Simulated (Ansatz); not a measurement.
CH$_{6}$F$_{2}$SiSn, SMILES `[CH3][Sn]([F])([F])[SiH3]`. The species carries charge 0 and has multiplicity 1. Sn takes the def2 core potential. Geometry: relaxed with PBE0-D4/def2-TZVP.

```xyz
11

C     1.053   -1.055   -1.482
Sn   -0.331   -0.537    0.036
F    -2.063   -0.897   -0.722
F    -0.165   -1.926    1.359
Si   -0.556    1.667    1.332
H     0.835   -2.079   -1.787
H     2.070   -0.995   -1.096
H     0.940   -0.385   -2.334
H    -0.825    2.757    0.361
H    -1.677    1.526    2.290
H     0.719    1.926    2.044
```

Question: What is the dipole moment at ωB97M-V/def2-TZVPP? (Best estimate.)

Answer: Computed: 4.25 D, with components (2.66, 3.20, -0.84) D in this frame, pointing from negative to positive charge.

Question: And with PBE, r2SCAN, B3LYP? (Best estimate.)

Answer: The calculation gave: PBE 4.01 D, r2SCAN 4.15 D, B3LYP 4.24 D.

Question: Give the Mulliken charges with ωB97M-V, r2SCAN, B3LYP in def2-TZVPP. (Best estimate.)

Answer: The calculation gave: 
```
atom  ωB97M-V  r2SCAN  B3LYP
  C1    -0.60   -0.48  -0.58
 Sn2     1.11    1.15   1.20
  F3    -0.49   -0.49  -0.50
  F4    -0.49   -0.49  -0.50
 Si5    -0.01    0.09   0.05
  H6     0.16    0.12   0.15
  H7     0.15    0.11   0.13
  H8     0.15    0.11   0.13
  H9     0.01   -0.04  -0.03
 H10     0.02   -0.03  -0.02
 H11     0.01   -0.04  -0.03
```

B3LYP here is the variant with VWN-RPA as its local correlation; programs differ in this.
